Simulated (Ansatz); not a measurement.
Frontier orbitals of `[F][Al]([SH])[Cl]`.

```tsv
atom	x (Å)	y (Å)	z (Å)
F1	0.273	-1.909	-1.017
Al2	0.055	-0.391	-0.443
S3	0.017	-0.101	1.693
Cl4	-0.173	1.177	-1.784
H5	-0.172	1.223	1.551
```

The species carries charge 0 and has multiplicity 1. The geometry is a stationary point of PBE0-D4/def2-TZVP. It is one conformer, not always the lowest. Basis def2-TZVPP, Ansatz.

Task: Compute the vertical ionisation energy as the energy of the cation minus that of the neutral molecule, at each level. (Best estimate.)

Result: Computed: 
```tsv
level	IE (eV)	difference from CCSD(T)/CBS(def2)
PBE-D4/def2-TZVPP	10.44	-0.42
r2SCAN-D4/def2-TZVPP	10.57	-0.29
PBE0-D4/def2-TZVPP	10.67	-0.20
B3LYP-D4/def2-TZVPP	10.66	-0.20
ωB97X-V/def2-TZVPP	10.77	-0.10
ωB97M-V/def2-TZVPP	10.75	-0.12
B2PLYP/def2-TZVPP	10.66	-0.20
HF/def2-TZVPP	9.64	-1.22
MP2/def2-TZVPP	10.75	-0.12
CCSD/def2-TZVPP	10.62	-0.25
CCSD(T)/def2-TZVPP	10.68	-0.19
HF/def2-QZVPP	9.63	-1.23
MP2/def2-QZVPP	10.85	-0.02
HF/CBS(def2)	9.63	-1.23
MP2/CBS(def2)	10.93	0.07
CCSD/CBS(def2)	10.81	-0.06
CCSD(T)/CBS(def2)	10.86	0.00
```

B3LYP here is the variant with VWN-RPA as its local correlation; programs differ in this.
